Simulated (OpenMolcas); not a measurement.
What dynamic correlation does to the levels of Cr4+

```json
{
 "Program": "OpenMolcas 26.06",
 "Basis": "ANO-R2 [6s4p4d2f]",
 "Scalar Hamiltonian": "X2C, finite nucleus",
 "Active space": "8 electrons in 8 orbitals (RAS1 3p, at most 2 holes; RAS2 3d)",
 "State averaging": "2S+1 = 3 even, 10 roots; 2S+1 = 1 even, 15 roots",
 "Spin-orbit coupling": "RASSI with atomic mean-field integrals over the reference wave functions, term energies averaged over their components"
}
```

Methods on the same reference wave functions:
A. RASSCF
B. SS-RASPT2, IPEA 0.25 Eh, imaginary shift 0.1 Eh (closed shells correlated: 3s)

Energies in eV above 3d2 3F2, the measured ground level; measured values from Sugar and Corliss, J. Phys. Chem. Ref. Data 6, 317 (1977).

```csv
Level,A,B,Measured
3d2 3F2,0.0000,0.0000,0.0000
3d2 3F3,0.0668,0.0671,0.0630
3d2 3F4,0.1523,0.1524,0.1416
3d2 1D2,1.8636,1.685,1.6351
3d2 3P0,2.2616,1.988,1.9207
3d2 3P1,2.2853,2.012,1.9437
3d2 3P2,2.3359,2.064,1.9888
3d2 1G4,3.2249,2.834,2.7300
3d2 1S0,6.7148,6.410,6.3413
```

Deviations, from unrounded energies. A percentage is the sum of absolute deviations over the sum of measured energies, with the sign that they share, or ± where signs differ.

```json
{"Against measurement": "mean absolute deviation (cm-1)", "Levels": "8", "A": "2200", "B": "450"}
{"Against measurement": "fine structure of the ground term (%)", "Levels": "2", "A": "+7.1", "B": "+7.3"}
{"Against measurement": "other terms of the ground configuration (%)", "Levels": "6", "A": "+12.8", "B": "+2.6"}
```

B lies closest to measurement on these levels. The largest miss of B in the table is 3d2 1G4, by +840 cm-1. The ranking rests on the paired levels alone, and a cruder setting can come out closer through cancelling errors.

From A to B the spin-free energies of the other terms of 3d2 shown, above 3F, scale by factors of 0.88 to 0.95, as is usual when dynamic correlation screens the repulsion within a d or f shell.

The lowest spin-free term lies below A's lowest term by 0.165 hartree in B.

Term energies are means over components that CASPT2 splits; among the terms shown or strongly mixed into the levels shown the widest spread is 340 cm-1 (3d2 3F, B). Active for correlation alone: 3p; no level in the range computed is led by a configuration that opens it, so any true level of that kind is missing. Without dynamic correlation excited terms often stand tens of per cent too high (terms of higher spin than the ground term too low), and those without a measured partner can miss by more than the paired ones (holds for A). Measured partners are found by configuration, term and J. A level has none where our copy of the source lacks it or the pairing is in doubt (some pairs that miss far off the trend of their configuration count as doubtful), and it then counts in no deviation. Only configurations of the active space appear.
